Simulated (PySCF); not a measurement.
# What a mistake does to a calculation on B2H5NSi

These are calculations, not measurements. They come from PySCF 2.14.0, an open-source quantum chemistry program, on an isolated molecule that a program drew, which may never have been made. The molecule is B2H5NSi (charge 0, singlet), drawn as the SMILES string `BN[Si]B`.

Each row is a Hartree-Fock (HF) and frozen-core CCSD(T) single point in the cc-pV(D+d)Z basis, meant for a local HF minimum. Run 1 is clean. Each other run has one planted mistake out of seven kinds, and not every kind appears here: one electron removed, one electron added, multiplicity raised by two, geometry at a saddle point, minimal basis STO-3G, one bond length entered in bohr, all coordinates scaled. The reference is restricted for singlets and unrestricted otherwise, and also for a bond in bohr. Adding or removing an electron swaps singlet and doublet. Electrons count all cores. HOMO and LUMO are orbital energies over both spins, the gradient is its largest component, and the lowest frequency (negative if imaginary) is given only where the gradient is small. Bond lengths are over the 8 bonds as drawn. T1 is the CCSD diagnostic: over 0.02 (restricted) or 0.045 (unrestricted) a single reference is doubtful.

Geometry of the clean run:
```xyz
9
B2H5NSi, angstrom
B    -1.3524    0.8289    0.8143
N    -1.2260   -0.5734    0.9499
Si    0.0678   -1.6260    0.4047
B     1.2687   -0.2025   -0.4512
H    -2.3119    1.4062    1.2491
H    -0.4822    1.4464    0.2539
H    -1.9839   -1.0302    1.4261
H     1.1959    0.0623   -1.6232
H     2.1603    0.3222    0.1644
```

| run | electrons | basis functions | <S^2> | HOMO (eV) | LUMO (eV) | gradient (hartree/bohr) | lowest frequency (cm^-1) | mean bond (Å) | longest bond (Å) | T1 | HF (hartree) | CCSD(T) (hartree) | mistake |
|---|---|---|---|---|---|---|---|---|---|---|---|---|---|
| 1 | 36 | 90 | 0.000 | -8.30 | 1.25 | 3.2e-05 | 149 | 1.3797 | 2.050 | 0.0156 | -395.64466 | -396.12831 | no fault |
| 2 | 36 | 90 | 0.000 | -8.18 | 1.42 | 4.1e-02 | - | 1.3232 | 1.966 | 0.0151 | -395.63024 | -396.10839 | all coordinates scaled |
| 3 | 36 | 29 | 0.000 | -5.79 | 6.03 | 3.6e-02 | - | 1.3797 | 2.050 | 0.0185 | -390.97969 | -391.18668 | ? |
| 4 | 37 | 90 | 0.789 | -0.29 | 6.85 | 5.4e-02 | - | 1.3797 | 2.050 | 0.0267 | -395.62615 | -396.12881 | ? |

**Which mistake was planted in run 3, and what did it cost?**

It has 29 basis functions where the clean run has 90, with the same electrons and geometry. So the mistake is: minimal basis STO-3G. Subtracting run 1 and multiplying by 627.51 kcal/mol a hartree, the energy moved by 2927.3 kcal/mol in HF and 3100.9 kcal/mol in CCSD(T).

**Which mistake was planted in run 4, and what did it cost?**

It counts 37 electrons, one more than the clean run, at the same geometry and basis. So the mistake is: one electron added. Subtracting run 1 and multiplying by 627.51 kcal/mol a hartree, the energy moved by 11.6 kcal/mol in HF and -0.3 kcal/mol in CCSD(T).

